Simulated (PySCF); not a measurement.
Below is a simulated gas-phase Cl 2p photoelectron spectrum of `[Cl][Ge]([Cl])([Cl])[Cl]`.

Every computed line was given a Gaussian of 0.7 eV full width at half maximum and an area set by the number of equivalent atoms (split 2:1 within a doublet); the highest printed point is 100. Computed, not measured: delta-SCF UKS SCAN, pcX-3 on the ionised atom, pcseg-2 elsewhere, spin-free X2C in PySCF 2.14.0.

```
binding energy (eV)  intensity
              205.5          0
              205.6          1
              205.7          2
              205.8          5
              205.9         11
              206.0         21
              206.1         36
              206.2         55
              206.3         75
              206.4         92
              206.5        100
              206.6         97
              206.7         85
              206.8         66
              206.9         46
              207.0         28
              207.1         16
              207.2          8
              207.3          4
              207.4          3
              207.5          4
              207.6          7
              207.7         13
              207.8         22
              207.9         32
              208.0         41
              208.1         48
              208.2         50
              208.3         47
              208.4         39
              208.5         29
              208.6         19
              208.7         11
              208.8          6
              208.9          3
              209.0          1
              209.1          0
              209.2          0
```

Q: Count the maxima, the lines and the sites behind this envelope.

A: The curve has 2 maxima (at 206.5 and 208.2 eV). Under it lie 2 lines from 1 inequivalent chlorine site, drawn as a 2p3/2, 2p1/2 pair.

Q: Decompose the envelope and assign each component. Numbering: `[Cl:1][Ge:2]([Cl:3])([Cl:4])[Cl:5]`.

A: 
```
position (eV)  relative area      line            atoms            environment
       206.53           2.67  Cl 2p3/2  Cl1/Cl3/Cl4/Cl5  chlorine bonded to Ge
       208.19           1.33  Cl 2p1/2  Cl1/Cl3/Cl4/Cl5  chlorine bonded to Ge
```

Shake-up satellites, vibrational structure and lifetime widths aren't simulated. Atoms equivalent by their bonding share one computed value, that of the first of them. The 2p values aren't plain energy differences: one relaxed spin-free 2p hole is combined with a matrix within the shell (ground-state 2p orbital-energy differences and spin–orbit coupling). 2p3/2, the mean of its two sublevels, lies a third of the splitting below the shell's mean and 2p1/2 two thirds above it; the statistical areas are 2:1. 2p1/2 minus 2p3/2 (ligand field included): Cl 1.66 eV. Geometry: PBE0-D3(BJ)/def2-TZVP; no solvent, vibrations or thermal averaging.

Time: 17 s wall, 43 s CPU; peak memory 0.77 GiB. Hardware: AMD EPYC, 2 threads (shared host).
